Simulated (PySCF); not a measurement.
# Electric field gradients and quadrupole coupling constants

C2H6OSSi.
SMILES with atom numbers: `[SiH3:1][O:2][C@H:3]1[CH2:4][S:5]1` (hydrogens: H6, H7, H8 on Si1; H9 on C3; H10, H11 on C4)

Cartesian coordinates in Å at the PBE0-D3(BJ)/def2-SVP level; atoms count from 1:
```
atom  x, y, z in Å
Si1    1.8398    0.0748   -0.4670
O2     0.2495   -0.0837    0.0564
C3    -0.6398   -0.9611   -0.4994
C4    -2.0333   -0.5144   -0.6498
S5    -1.1726   -0.7257   -2.2359
H6     1.8821    0.5250   -1.8873
H7     2.4503    1.0847    0.4357
H8     2.5494   -1.2356   -0.3426
H9    -0.4566   -2.0144   -0.2430
H10   -2.8443   -1.2218   -0.4467
H11   -2.2330    0.5222   -0.3588
```

Field gradients from the PBE0/pcSseg-1 density (PySCF, non-relativistic), principal values in atomic units, ordered |Vxx| ≤ |Vyy| ≤ |Vzz|:

```csv
atom,Vxx,Vyy,Vzz
O2,-0.4197,-1.2839,1.7036
S5,0.9261,2.1476,-3.0737
```

Problem. Find the asymmetry η = (Vxx − Vyy)/Vzz and the couplings χ = eQV/h (234.96 MHz × Q in barn × V in au), with Q(17O) = −0.0256 b, Q(33S) = −0.0678 b.

Solution. 
| atom | environment | nucleus | η | χzz (MHz) | χxx (MHz) | χyy (MHz) |
| --- | --- | --- | --- | --- | --- | --- |
| O2 | silyl ether oxygen | 17O | 0.51 | -10.25 | 2.52 | 7.72 |
| S5 | sulfide sulfur | 33S | 0.40 | 48.97 | -14.75 | -34.21 |

The tensor is traceless: Vxx + Vyy + Vzz = 0.

Problem. What is Vzz at S5 in SI units (1 au = 9.71736 × 10²¹ V/m²)?

Solution. -3.0737 au = -29.868 × 10²¹ V/m².

Were the hydrogens deuterons (Q(2H) = 0.00286 b), χzz would run from 91 kHz (H8) to 200 kHz (H10 and H11).

Geometry: PBE0-D3(BJ)/def2-SVP, one conformer, isolated molecule. With a basis this small, the couplings can be 20 % off.

These values come from a run that also computed NMR shieldings. The run took 11 s wall on an Arm Neoverse V1 with one thread, on a shared host.
